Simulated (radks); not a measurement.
Ar9+, 9 electrons, occupied as [He] 2s2 2p5. Method: Dirac Kohn-Sham, PBE, spin-unpolarised, spherical densities, point nucleus; open shells fill j = l - 1/2 first; computed with a radial shooting solver on a logarithmic mesh with Libxc functionals. Some entries of the table are withheld. Estimate them.

orbital  occ.  eigenvalue (hartree)  <1/r> (bohr^-1)  r(max) (bohr)
1s1/2       2             -123.9472            17.71        0.05603
2s1/2       2                   (1)              (2)         0.3323
2p1/2       2             -16.75657            3.614         0.2717
2p3/2       3             -16.66609            3.584         0.2734
3s1/2       0              -6.61372            1.368         0.9775
3p1/2       0              -5.98212              (3)            (4)
3p3/2       0              -5.96409              (5)            (6)

Answer. 
(1) 2s1/2 eigenvalue (hartree): -19.00373
(2) 2s1/2 <1/r> (bohr^-1): 3.686
(3) 3p1/2 <1/r> (bohr^-1): 1.314
(4) 3p1/2 r(max) (bohr): 0.9744
(5) 3p3/2 <1/r> (bohr^-1): 1.307
(6) 3p3/2 r(max) (bohr): 0.9778
